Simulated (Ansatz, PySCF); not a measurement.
Molecule: sum formula HGeO (charge -1, singlet). 
Structure (B3LYP-D3(BJ)/def2-TZVP (Ansatz, an electronic-structure program) minimum search):
```
O
H 1 0.9586
Ge 1 1.9167 2 101.96
```
Charge -1, spin multiplicity 1.

Total electronic energies in hartree. Cores are frozen in the correlated levels unless marked. Spin-orbit coupling is left out. The frozen core is the preceding noble-gas configuration, with the filled d and f shells of earlier blocks. Non-relativistic. CBS marks a two-point X^-3 extrapolation of the correlation energy; Hartree-Fock from the larger set.

The Hartree-Fock reference is unstable (checked in the largest basis), which strains HF and MP2. 

| level | program | energy (Eh) |
|---|---|---|
| HF-D3(BJ)/def2-TZVPD | PySCF + dftd3 | -2150.81127 |
| RI-HF/def2-TZVPP | Ansatz | -2150.78676 |
| BP86-D4/def2-TZVPD | PySCF + dftd4 | ? |
| TPSSh-D4/def2-TZVPD | PySCF + dftd4 | ? |
| LC-wPBE-D3(BJ)/def2-TZVPD | Ansatz + dftd3 | -2152.50965 |
| MP2/def2-TZVPP | Ansatz | -2151.13416 |
| MP2/def2-TZVPPD | Ansatz | -2151.15284 |
| CCSD/def2-TZVPPD | Ansatz | -2151.16729 |
| CCSD(T)/CBS(aug-cc-pVTZ,aug-cc-pVQZ) | Ansatz | -2151.2789 |

**Question.** Complete the blanks.

**Answer.** 
- BP86-D4/def2-TZVPD, energy (Eh): -2153.11757
- TPSSh-D4/def2-TZVPD, energy (Eh): -2152.79887
